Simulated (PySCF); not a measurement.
Mo(O)2(OH)2, SMILES [O]=[Mo](=[O])([OH])[OH] (PBE0/def2-SVP optimised geometry):

```
7

Mo    -0.611    -0.806     0.000
O     -1.063     0.806     0.000
O      1.063    -0.806     0.000
O     -1.264    -1.673    -1.510
H     -1.128    -1.502    -2.449
O     -1.265    -1.670     1.511
H     -1.148    -1.488     2.449
```

Level of theory: PBE0/def2-TZVP, def2 effective core potentials past Kr (PySCF 2.14.0).

What are the frontier orbital energies and the dipole moment?

HOMO-2 -10.05 eV, HOMO-1 -9.63 eV, HOMO -9.04 eV, LUMO -2.30 eV, LUMO+1 -1.74 eV; dipole moment 1.45 D.

On the same geometry PBE/def2-TZVP, def2 effective core potentials past Kr (PySCF 2.14.0) gives HOMO-2 -8.28 eV, HOMO-1 -7.96 eV, HOMO -7.40 eV, LUMO -3.00 eV, LUMO+1 -2.49 eV; dipole moment 1.44 D.
